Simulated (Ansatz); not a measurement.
Ansatz results at the PBE0-D4/def2-TZVP geometry: HOMO energy (PBE/def2-TZVPP) -7.72 eV; HOMO–LUMO gap (ωB97M-V/def2-TZVPP) 14.73 eV; HOMO energy (ωB97M-V/def2-TZVPP) -11.88 eV.

Each molecule was computed in one conformer, which needn't be the lowest.

Q: Which molecule gave them?
A. `OCC(F)(F)C(F)F`
B. `FCC(F)OC(F)F`
C. `FCCOC(F)(F)F`
D. `C1CC1`

A: C. The others give `OCC(F)(F)C(F)F`: -7.03, 13.43, -11.20; `FCC(F)OC(F)F`: -8.14, 15.31, -12.33; `C1CC1`: -7.07, 13.90, -10.72.
